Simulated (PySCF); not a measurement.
Spin-rotation constants: `CC(C)[Si](N)(O)O`, C3H11NO2Si

Geometry:
```tsv
atom	x (Å)	y (Å)	z (Å)
C1	-0.598	1.226	1.202
C2	-0.641	0.504	-0.145
C3	-1.908	-0.346	-0.234
Si4	0.928	-0.543	-0.439
N5	2.263	0.552	-0.476
O6	0.818	-1.429	-1.805
O7	1.170	-1.641	0.749
H8	-0.594	0.506	2.018
H9	0.294	1.841	1.280
H10	-1.471	1.867	1.323
H11	-0.706	1.270	-0.924
H12	-2.794	0.264	-0.063
H13	-1.994	-0.805	-1.217
H14	-1.890	-1.137	0.513
H15	3.181	0.144	-0.558
H16	2.198	1.339	-1.100
H17	0.394	-2.283	-1.767
H18	1.340	-1.324	1.631
```

Method: GIAO B3LYP/pcSseg-1 magnetisability, rotational g tensor and spin-rotation constants, non-relativistic, gas phase (PySCF 2.14.0). Geometry: GFN2-xTB.

Give the nuclear spin-rotation constants along the inertial axes (H = +C I·J) beside the isotropic shieldings.

Rotational constants 2.6633, 1.7196, 1.4566 GHz. A star marks the isotopologue with that one atom substituted, in its own axes.
```csv
atom,isotope,Caa (kHz),Cbb (kHz),Ccc (kHz),mean (kHz),σ (ppm)
N5,14N,0.097,0.074,0.054,0.075,238.1
H8,1H,-0.306,-0.202,0.036,-0.157,31.2
H9,1H,-0.222,-0.013,-0.144,-0.127,30.3
H10,1H,0.051,-0.192,-0.154,-0.098,30.8
H11,1H,-0.274,-0.219,0.034,-0.153,31.2
H12,1H,0.060,-0.192,-0.161,-0.098,30.9
H13,1H,-0.228,-0.043,-0.122,-0.131,30.6
H14,1H,-0.301,-0.189,0.030,-0.153,31.0
H15,1H,0.000,-0.201,-0.173,-0.125,31.4
H16,1H,-0.327,-0.204,0.003,-0.176,31.5
H17,1H,-0.339,-0.023,-0.129,-0.164,29.8
H18,1H,-0.328,-0.082,-0.101,-0.171,30.4
C1,13C*,0.428,0.236,0.241,0.302,160.2
C2,13C*,0.423,0.274,0.210,0.302,161.3
Si4,29Si*,-1.578,-1.066,-0.907,-1.184,368.1
O6,17O*,-0.264,-0.154,-0.118,-0.179,287.1
```
For the geometry as given, no vibrational averaging.

How do the rotational constants and the g tensor change when H8, H9, H10, H11, H12, H13, H14, H15, H16, H17, H18 are replaced by deuterium?

Constants 2.2106, 1.4576, 1.2243 GHz; g -0.0038, -0.0023, -0.0029, against -0.0044, -0.0027, -0.0034 before.
